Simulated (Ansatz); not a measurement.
Consider the redistribution: `O[SiH2]N[Si](O)(F)F` + `CO[SiH](O)Cl` → `CO[Si](O)(F)F` + `O[SiH2]N[SiH](O)Cl`.

Computed with Ansatz on PBE0-D4/def2-TZVP structures; ΔE is electronic, products minus reactants. CCSD(T)/CBS is the MP2 limit (def2-TZVPP, def2-QZVPP) plus CCSD(T) − MP2 in def2-TZVPP, frozen cores. DFT in def2-TZVPP. B3LYP here is the variant with VWN-RPA as its local correlation; programs differ in this. One conformer a species, not always the lowest.

| level | ΔE (kcal/mol) | difference from CCSD(T)/CBS |
| --- | --- | --- |
| r2SCAN-D4 | 1.9 | 0.3 |
| PBE0-D4 | 1.9 | 0.3 |
| B3LYP-D4 | 2.2 | 0.6 |
| ωB97M-V | 1.9 | 0.3 |
| PBE | 2.1 | 0.5 |
| r2SCAN | 1.9 | 0.3 |
| PBE0 | 1.9 | 0.3 |
| B3LYP | 2.1 | 0.5 |
| HF/def2-TZVPP | 1.6 | 0.0 |
| SCS-MP2/def2-TZVPP | 1.6 | 0.0 |
| CCSD(T)/def2-TZVPP | 1.6 | 0.0 |
| MP2/def2-QZVPP | 1.6 | 0.0 |
| SCS-MP2/def2-QZVPP | 1.6 | 0.0 |
| HF/CBS(def2) | 1.5 | -0.1 |
| MP2/CBS(def2) | 1.7 | 0.1 |
| CCSD/CBS(def2) | 1.6 | 0.0 |
| CCSD(T)/CBS | 1.6 | 0 |

Largest T1 diagnostic among the species: 0.011.
